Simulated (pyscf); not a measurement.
**H₂B–NH–SiH₃, singlet**

Gas-phase minimum from PySCF at ωB97X-D3(BJ)/def2-SVP, one conformer. 

```xyz
9

B     -1.4528     1.0322    -0.6196
N     -1.6291    -0.2642    -0.1041
Si    -0.3571    -1.3897     0.3635
H     -0.3295     1.4564    -0.7799
H     -2.4230     1.7033    -0.8957
H     -2.5893    -0.5787     0.0137
H      0.9487    -0.7564     0.0487
H     -0.5049    -2.6729    -0.3835
H     -0.4409    -1.7002     1.8207
```

Bond lengths (Å): B1–N2 1.406, B1–H4 1.211, B1–H5 1.212, N2–Si3 1.762, N2–H6 1.017, Si3–H7 1.485, Si3–H8 1.492, Si3–H9 1.492. Angles (°): N2–B1–H4 119.2, N2–B1–H5 119.6, H4–B1–H5 121.2, B1–N2–Si3 126.6, B1–N2–H6 116.5, Si3–N2–H6 117.0, N2–Si3–H7 107.8, N2–Si3–H8 110.2, N2–Si3–H9 110.6, H7–Si3–H8 110.3, H7–Si3–H9 110.2, H8–Si3–H9 107.7.

Properties at ωB97X-D3(BJ)/def2-SVP:

```json
{
 "harmonic_wavenumbers_unscaled": "75, 292, 315, 681, 718, 740, 814, 952, 959, 976, 995, 1027, 1172, 1271, 1429, 2250, 2259, 2298, 2568, 2657, 3622 cm⁻¹",
 "zero_point_energy": "40.1 kcal/mol",
 "rotational_symmetry_number": "1",
 "Entropy of this conformer at 298 K and 1 atm, rigid rotor and harmonic oscillator, modes under 100 cm⁻¹ raised to 100": "290.5 J/(mol K)",
 "dipole_moment": "1.49 D"
}
```

Single-point totals, which compare only within one level (frozen core for MP2 and CC):

```json
[
 {"level": "ωB97X-D3(BJ)/def2-TZVP", "total energy (hartree)": "-372.85864"},
 {"level": "PBE/def2-TZVP", "total energy (hartree)": "-372.50719"},
 {"level": "r²SCAN/def2-TZVP", "total energy (hartree)": "-372.70274"},
 {"level": "B3LYP-D3(BJ)/def2-TZVP", "total energy (hartree)": "-372.83013"},
 {"level": "PBE0-D3(BJ)/def2-TZVP", "total energy (hartree)": "-372.55779"},
 {"level": "M06-2X/def2-TZVP", "total energy (hartree)": "-372.72435"},
 {"level": "ωB97M-D3(BJ)/def2-TZVP", "total energy (hartree)": "-372.85022"},
 {"level": "HF/def2-TZVPP", "total energy (hartree)": "-371.65543"},
 {"level": "MP2/def2-TZVPP", "total energy (hartree)": "-372.10134"},
 {"level": "CCSD/def2-TZVPP", "total energy (hartree)": "-372.14277"},
 {"level": "CCSD(T)/def2-TZVPP", "total energy (hartree)": "-372.15990"}
]
```

Soft torsions are taken as harmonic, which can shift the entropy by several J/(mol K). The CCSD(T) − MP2 part came from Ansatz, without density fitting, on the same reference.
